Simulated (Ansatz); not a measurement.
One change: `FC(F)=C(F)C(F)F` becomes `F/C=C(\F)C(F)F`.

Ansatz, PBE0-D4/def2-TZVP geometries, multiplicity 1. Each molecule was computed in one conformer, which needn't be the lowest.

```csv
property,`FC(F)=C(F)C(F)F`
HOMO energy (PBE/def2-TZVPP) / eV,-6.67
size of the dipole moment (B3LYP/def2-TZVPP) / D,1.92
HOMO–LUMO gap (ωB97M-V/def2-TZVPP) / eV,12.34
"ideal-gas entropy at 298 K and 1 bar (rigid rotor, harmonic PBE0-D4/def2-TZVP) / J/(mol·K)",361
HOMO–LUMO gap (B3LYP/def2-TZVPP) / eV,7.30
LUMO energy (PBE0/def2-TZVPP) / eV,-0.31
```

Task: What does the change do to each property? (Best estimate.)

Result: The calculation gave: 
```csv
property,`F/C=C(\F)C(F)F`,shift
HOMO energy (PBE/def2-TZVPP) / eV,-6.66,0.01
size of the dipole moment (B3LYP/def2-TZVPP) / D,1.47,-0.45
HOMO–LUMO gap (ωB97M-V/def2-TZVPP) / eV,12.17,-0.17
"ideal-gas entropy at 298 K and 1 bar (rigid rotor, harmonic PBE0-D4/def2-TZVP) / J/(mol·K)",342,-19
HOMO–LUMO gap (B3LYP/def2-TZVPP) / eV,7.21,-0.09
LUMO energy (PBE0/def2-TZVPP) / eV,-0.33,-0.02
```

Dipoles are sizes alone; their direction can turn. Modes under 60 cm⁻¹, often nearly free rotors, make the harmonic entropy too high.

Positive LUMOs are unbound, so they and the gaps depend on the basis.

B3LYP here is the variant with VWN-RPA as its local correlation; programs differ in this.
